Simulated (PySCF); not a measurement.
# Exercise with solution: oscillator strength and radiative lifetime

Si(H)(vinyl)(NH2)2 (C₂H₈N₂Si), SMILES C=C[SiH](N)N.

Coordinates come from a r2SCAN-D4/def2-SVP optimisation. One conformer was computed; it need not be the lowest.

TDA-PBE/def2-SVPD run with PySCF 2.14.0 puts the first singlet state with f over 0.02 at 5.72 eV (vertical), with the transition dipole (-0.306, 0.132, 0.439) in atomic units.

Problem. Find the oscillator strength, the wavelength and the radiative lifetime that this transition would have in vacuum if emission retraced absorption.

Solution. 
|μ|² = 0.3038 au, so |μ| = 1.40 D. ΔE = 5.72/27.211 = 0.2102 hartree. f = (2/3) ΔE |μ|² = 0.043 (the program prints 0.043).
λ = 1239.84/5.72 = 217 nm; ν = 46135 cm⁻¹.
Einstein's coefficient A = 0.6670 ν² f s⁻¹ (ν in cm⁻¹) = 6.0e7 s⁻¹, so τ = 1/A = 17 ns. This state is S3; the lower singlets have f = 0.005, 0.001. The figure is the radiative limit of this one transition; relaxation, internal conversion, crossing to triplets and a medium change what is measured.
